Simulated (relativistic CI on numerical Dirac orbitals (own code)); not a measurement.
Sensitivity of the levels of Gd+ to α and to the nuclear radius

Computed by Dirac-Coulomb-Breit CI, KLI orbitals optimised for each configuration, valence Slater integrals scaled by 0.85, P86 correlation energy added to each configuration, derivatives by finite differences, QED left out (own radial code, finite nucleus).

Configurations in the expansion (outside the closed core [Xe]): 4f7 5d 6s. The list is cut by size and lacks configurations that can hold low levels.

With x = (α/α₀)² − 1 an excitation energy changes as ω = ω₀ + qx; K = 2q/ω₀ is the relative enhancement. Terms are leading LS components, so labels can repeat. The field-shift factor is F = δν/δ⟨r²⟩ for the transition from the lowest level.

Lowest level 4f7 5d 6s 10D°_5/2.

```
              Level  ω₀ (cm⁻¹)  q (cm⁻¹)  F (GHz/fm²)
 4f7 5d 6s 10D°_7/2      222.8     137.4       0.0322
 4f7 5d 6s 10D°_9/2      532.9     349.4       0.0796
4f7 5d 6s 10D°_11/2      955.7     679.2         0.15
4f7 5d 6s 10D°_13/2     1534.3      1206         0.26
  4f7 5d 6s 8D°_3/2     4807.0     827.6       -0.973
  4f7 5d 6s 8D°_5/2     4995.5     916.1       -0.937
  4f7 5d 6s 8D°_7/2     5294.0      1091        -0.88
  4f7 5d 6s 8D°_9/2     5752.9      1436       -0.793
 4f7 5d 6s 8D°_11/2     6478.3      2158       -0.643
  4f7 5d 6s 6D°_9/2    12564.5      1599       -0.448
  4f7 5d 6s 6D°_7/2    12680.0      1556        -0.38
  4f7 5d 6s 6D°_5/2    12842.5      1683       -0.339
  4f7 5d 6s 6D°_3/2    12980.0      1813       -0.314
  4f7 5d 6s 6D°_1/2    13071.4      1910         -0.3
 4f7 5d 6s 8D°_11/2    14037.0      1962        -1.19
  4f7 5d 6s 8D°_9/2    14302.4      2162        -1.11
  4f7 5d 6s 8D°_7/2    14466.8      2212        -1.06
  4f7 5d 6s 8D°_5/2    14596.1      2285        -1.02
  4f7 5d 6s 8D°_3/2    14693.3      2360       -0.987
  4f7 5d 6s 8F°_7/2    32052.4     -4105        0.704
  4f7 5d 6s 8P°_9/2    32065.6     -3994        0.768
  4f7 5d 6s 8F°_5/2    32079.9     -3659        0.708
  4f7 5d 6s 8F°_3/2    32106.8     -3259        0.716
```

Correlation outside the listed configurations is missing or only estimated: errors of thousands of cm⁻¹ between configurations and terms are usual at this charge. Rates and lifetimes follow the computed energies and can be off by large factors. The fine structure of a lone outer electron comes out too small, for d and f at times inverted, and misplaced configurations move strength between like terms.

Q: Which transition from the lowest level has the largest |K|?

A: 4f7 5d 6s 10D°_13/2 at 1534.3 cm⁻¹, K = 1.57.
